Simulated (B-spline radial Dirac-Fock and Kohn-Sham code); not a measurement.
## Neutral silver: differential elastic cross section for electrons at 201 eV

Model: relativistic (Dirac) partial waves in the static field of the Dirac-Fock atom with Furness-McCarthy exchange, without polarisation or absorption potentials. Program: an atomic code on a B-spline grid. Below a few hundred eV the neglected polarisation potential matters, most of all at small angles.

```
θ (°)  dσ/dΩ (Å²/sr)  Sherman function
    0           13.5             0.000
  0.5           13.4             0.000
    1           13.4             0.000
    2           13.1             0.000
    4           11.9             0.000
    8           8.69             0.001
   12           5.76             0.003
   16           3.78             0.004
   24           1.72             0.010
   32          0.730             0.013
   45         0.0714            -0.033
   60          0.179            -0.019
   75          0.294             0.014
   90         0.0729             0.051
  105         0.0427            -0.117
  120          0.223            -0.044
  135          0.157            -0.039
  150       0.000816            -0.223
  165          0.151             0.012
  180          0.320             0.000
```

The total elastic cross section is 4.70 Å², the first transport cross section 1.81 Å² and the second, weighted with (3/2) sin²θ, 2.24 Å². The mean deflection is ⟨1 − cos θ⟩ = 0.384, and 14 % of the collisions scatter beyond 90°.

On this grid of angles the cross section has minima near 45°, 105°, 150°, from interference among the few low partial waves with large phase shifts.

Phase shifts modulo π (rad) for κ = −1 to −5: 0.185, 1.227, -1.211, -0.729, 0.937.

Values without a named source are computed, but for edge energies of neutral atoms, which are taken from tables.
